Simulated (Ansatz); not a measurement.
`[SiH3]O[SiH2]CCl`. Charge 0, multiplicity 1.

Cartesian coordinates in Å:
```
Si 1.2671 -0.7473 1.5246
O 0.6064 0.5494 0.7665
Si -0.6720 1.0643 -0.1007
C -0.7715 0.1196 -1.7207
Cl -0.9122 -1.6258 -1.3568
H 0.2044 -1.6013 2.1138
H 2.0732 -1.5413 0.5648
H 2.1481 -0.2344 2.6031
H -0.4841 2.5072 -0.3984
H -1.9356 0.8485 0.6478
H -1.6440 0.4067 -2.3098
H 0.1201 0.2545 -2.3344
```

Q: What are the harmonic wavenumbers in cm⁻¹ at PBE0-D4/def2-TZVP (Ansatz, finite differences of forces, unscaled)? (An estimate is asked.)

A: The calculation gave: 46, 62, 110, 131, 162, 284, 543, 594, 658, 711, 729, 750, 776, 789, 906, 949, 953, 960, 990, 1121, 1122, 1194, 1426, 2228, 2231, 2236, 2238, 2240, 3085, 3148.

Q: Is this a minimum?

A: Yes, all 30 modes are real.

Q: Give the ideal-gas thermochemistry at 298.15 K and 1 bar (rigid rotor, harmonic oscillator; point group C1, symmetry number 1).

A: Zero-point energy 199.6 kJ/mol; H(298) − E = 223.6 kJ/mol; entropy 384.3 J/(mol·K), of which translation 169.2, rotation 118.9, vibration 96.2; G(298) − E = 109.0 kJ/mol. Modes under 100 cm⁻¹ are hindered rotations or soft bends, so the harmonic entropy is rough.

Q: And at 400, 500, 600, 800 and 1000 K?

A: 
```
T (K)  H − E (kJ/mol)  S (J/mol/K)  G − E (kJ/mol)
  400           237.5        424.1            67.8
  500           253.4        459.6            23.6
  600           271.3        492.1           -24.0
  800           311.2        549.3          -128.3
 1000           355.2        598.4          -243.2
```
